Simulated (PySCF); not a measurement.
**[CoBr4]2- by CASSCF and spin-orbit coupling**

[CoBr4]2- holds Co(II), d7, at total charge -2. The structure is a PBE0-D3(BJ)/def2-SVP, IEF-PCM water geometry optimised for multiplicity 4; coordination tetrahedral, point group Td, metal–donor distances 2.43 Å.

```
5

Co    0.000    0.000    0.000
Br    1.404    1.404    1.404
Br   -1.404    1.404   -1.404
Br    1.404   -1.404   -1.404
Br   -1.404   -1.404    1.404
```

Method (PySCF 2.14, density fitting): CASSCF(7,5) with orbitals averaged over all microstates of the shell, strongly contracted NEVPT2 on the averaged canonical orbitals; basis x2c-TZVPall on the metal, x2c-SVPall elsewhere; spin-free X2C; IEF-PCM water; spin-orbit coupling by state interaction with the mean-field operator over all roots.

Spin-free states:

```
2S+1  deg.  symmetry  free-ion term  CASSCF / cm⁻¹  NEVPT2 / cm⁻¹    f(ED)
   4     1       4A2        4F 1.00              0              0        –
   4     3       4T2        4F 1.00           2051           3136        0
   4     3       4T1        4F 1.00           3624           5514  5.3e-05
   2     2        2E        2G 0.90          19336          18328        –
   4     3       4T1        4P 1.00          20127          18392  5.6e-04
   2     3       2T1        2G 0.92          19446          18660        –
   2     1       2A1        2G 1.00          19589          19296        –
   2     3       2T2        2G 0.98          20594          20553        –
   2     3       2T1        2H 0.56          24915          23003        –
   2     3       2T2        2H 0.85          25398          24055        –
   2     2        2E        2H 0.74          26261          25335        –
   2     3       2T1        2H 0.77          26752          26142        –
   2     3       2T1        2H 0.60          27132          26218        –
   2     3       2T2        2D 0.83          28725          27479        –
   2     2        2E        2D 0.72          29496          29174        –
   2     1       2A2        2F 1.00          43133          38674        –
   2     3       2T2        2F 1.00          43685          39390        –
   2     3       2T1        2F 0.99          44137          40229        –
   2     2        2E        2D 1.00          67076          58814        –
   2     3       2T2        2D 1.00          67844          60085        –
```

Energies are counted from the ground state at NEVPT2 level. Weights follow the labels. f(ED) is the electric-dipole oscillator strength from the ground state at the fixed geometry, without vibronic coupling; occupations, where given, run over the ligand-field orbitals from the lowest.

## Ligand-field fit

```csv
cm⁻¹,CASSCF
10Dq,2213
B,1176
"B, free ion",1251
C,4369
"C, free ion",4616
rms of the fit,103
```

| orbital | CASSCF / cm⁻¹ | metal share | main function |
| --- | --- | --- | --- |
| 1 | 0 | 0.98 | degenerate set |
| 2 | 0 | 0.98 | degenerate set |
| 3 | 2213 | 0.95 | degenerate set |
| 4 | 2213 | 0.95 | degenerate set |
| 5 | 2213 | 0.95 | degenerate set |

ζ = 487 cm⁻¹, against 526 for the free ion. Spin-orbit coupling on the heavy ligands mixes in, so a single ζ doesn't describe the levels.

## Magnetism

The ground multiplet follows a spin Hamiltonian with S = 3/2, g = 2.365, 2.365, 2.365, D = 0 (spin-orbit part alone); the lowest levels hold 96 % of the spin-free ground state. μeff is 4.73 μB at 300 K and 4.58 μB at 10 K; the spin-only value is 3.88 μB.

| T / K | χT / cm³ K mol⁻¹ | μeff / μB |
| --- | --- | --- |
| 2 | 2.623 | 4.58 |
| 5 | 2.625 | 4.58 |
| 10 | 2.628 | 4.58 |
| 20 | 2.633 | 4.59 |
| 30 | 2.639 | 4.59 |
| 50 | 2.651 | 4.60 |
| 75 | 2.666 | 4.62 |
| 100 | 2.680 | 4.63 |
| 150 | 2.710 | 4.66 |
| 200 | 2.739 | 4.68 |
| 250 | 2.768 | 4.71 |
| 300 | 2.798 | 4.73 |

Powder magnetisation at 2 K: 1.12 μB at 0.5 T, 2.01 μB at 1 T, 2.96 μB at 2 T, 3.31 μB at 3 T, 3.51 μB at 5 T, 3.54 μB at 7 T.

NEVPT2 lifts 4T2 from 2051 to 3136 cm⁻¹; on the d shell alone such lifts tend to overshoot. Gaps between spin states lean to high spin in this active space.

The job took 13 s on one thread of AMD EPYC 9R45 96-Core Processor (shared host), with 176 basis functions and a peak of 0.79 GiB, launched as `OMP_NUM_THREADS=1 python lf_run.py task.json out`.
